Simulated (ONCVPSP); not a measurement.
## Pseudopotential generation for lanthanum (La): ONCV, LDA (Perdew-Wang 92), scalar-relativistic.

ONCVPSP 4.0.1 was run on this input:

```
# ATOM AND REFERENCE CONFIGURATION
# atsym  z   nc   nv     iexc    psfile
  La 57.00   11    3  -001012      upf
#
#   n    l    f
    1    0    2.00
    2    0    2.00
    2    1    6.00
    3    0    2.00
    3    1    6.00
    3    2   10.00
    4    0    2.00
    4    1    6.00
    4    2   10.00
    5    0    2.00
    5    1    6.00
    5    2    1.00
    6    0    1.00
    6    1    1.00
#
# PSEUDOPOTENTIAL AND OPTIMIZATION
# lmax
    3
#
#   l,   rc,      ep,       ncon, nbas, qcut
    0    3.30    0.00    4    7    2.10
    1    4.00    0.00    4    7    2.00
    2    3.55    0.00    3    7    4.50
    3    3.80    0.03    4    9    3.00
#
# LOCAL POTENTIAL
# lloc, lpopt,  rc(5),   dvloc0
    4    5    2.65   -1.00
#
# VANDERBILT-KLEINMAN-BYLANDER PROJECTORs
# l, nproj, debl
    0    3    1.90
    1    2    1.20
    2    2    3.20
    3    2    2.10
#
# MODEL CORE CHARGE
# icmod, fcfact, rcfact
    3    5.00    1.00
#
# LOG DERIVATIVE ANALYSIS
# epsh1, epsh2, depsh
   -2.00    5.00    0.02
#
# OUTPUT GRID
# rlmax, drl
    6.00    0.01
#
# TEST CONFIGURATIONS
# ncnf
    4
# nvcnf
#   n    l    f
    3
    5    2    1.00
    6    0    2.00
    6    1    0.00
#
    3
    5    2    1.00
    6    0    1.00
    6    1    0.00
#
    3
    5    2    1.00
    6    0    0.00
    6    1    0.00
#
    4
    5    2    1.00
    6    0    0.00
    6    1    0.00
    4    3    1.00
#
```

Command:

```bash
oncvpsp.x < La.dat > La.out
```

Output (shortened: citation, most of the input echo, consistency checks and plot data are left out):

```
ONCVPSP  (Optimized Norm-Conservinng Vanderbilt PSeudopotential)
scalar-relativistic version 4.0.1

#   n    l    f        energy (Ha)
    1    0    2.00    -1.4226881E+03
    2    0    2.00    -2.2655276E+02
    2    1    6.00    -2.0315696E+02
    3    0    2.00    -4.8473059E+01
    3    1    6.00    -4.1001529E+01
    3    2   10.00    -3.0238002E+01
    4    0    2.00    -9.8088774E+00
    4    1    6.00    -7.3769391E+00
    4    2   10.00    -3.8571920E+00
    5    0    2.00    -1.4766754E+00
    5    1    6.00    -8.6613296E-01
    5    2    1.00    -1.5042052E-01
    6    0    1.00    -1.6334680E-01
    6    1    1.00    -7.0713582E-02

Reference configufation results
  iterations    24
  all-electron total energy (Ha)   -8.48678209D+03

Begin loop to  construct optimized pseudo wave functions
and semi-local pseudopoentials for all angular momenta

   Wellstate for l =  0  n =  8
     eigenvalue =   1.7367
     asymptotic potential =   2.2367
     half-point radius =  5.1929

   Wellstate for l =  0  n = 10
     eigenvalue =   3.6367
     asymptotic potential =   4.1367
     half-point radius =  5.7704

Calculating optimized projector #   1

 for l=   0

    Fraction of norm inside rc  0.256188
    Optimizing pswf for qcut=   2.10 a_B^-1,  ecut=   2.20 Ha
    Residual kinetic energy error=  2.23D-04 Ha
 ERROR pspot:  first pseudo wave function has node,          program will stop
 ERROR pspot: try changing psp parameters for this l
```

The run stopped because the optimised pseudo-wave of the first projector has a node, so the radial equation cannot be inverted for a potential.

The run took about 0.58 s on one core of a shared server CPU.
